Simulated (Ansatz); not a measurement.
CH7NOSi2 (`[SiH3]N[SiH]1CO1`). The species carries charge 0 and has multiplicity 1. All single points use the PBE0-D4/def2-TZVP geometry. It is one conformer, not always the lowest.

```xyz
12

Si    1.294    0.802   -1.683
N     0.328   -0.237   -0.686
Si   -0.314    0.065    0.860
C    -1.643   -0.883    1.617
O    -0.218   -1.099    2.023
H     1.483    2.069   -0.936
H     2.615    0.187   -1.977
H     0.622    1.081   -2.980
H     0.148   -1.162   -1.054
H     0.011    1.453    1.239
H    -2.069   -1.765    1.142
H    -2.256   -0.511    2.436
```

Task: What is the dipole moment at ωB97M-V/def2-TZVPP? (An estimate is asked.)

Result: Ansatz gave: 2.11 D, with components (-0.60, 0.45, -1.97) D in this frame, pointing from negative to positive charge.

Task: And with PBE, r2SCAN, B3LYP? (Estimate.)

Result: The calculation gave: PBE 1.92 D, r2SCAN 1.99 D, B3LYP 2.10 D.

Task: Give the Mulliken charges with ωB97M-V, B3LYP, PBE in def2-TZVPP. (Estimate.)

Result: Computed: 
```
atom  ωB97M-V  B3LYP    PBE
 Si1     0.23   0.33   0.25
  N2    -0.37  -0.37  -0.30
 Si3     0.52   0.53   0.43
  C4    -0.21  -0.15  -0.14
  O5    -0.40  -0.41  -0.34
  H6    -0.02  -0.06  -0.05
  H7    -0.03  -0.06  -0.05
  H8    -0.03  -0.07  -0.06
  H9     0.10   0.12   0.13
 H10    -0.03  -0.07  -0.07
 H11     0.11   0.10   0.09
 H12     0.11   0.10   0.09
```

B3LYP here is the variant with VWN-RPA as its local correlation; programs differ in this.
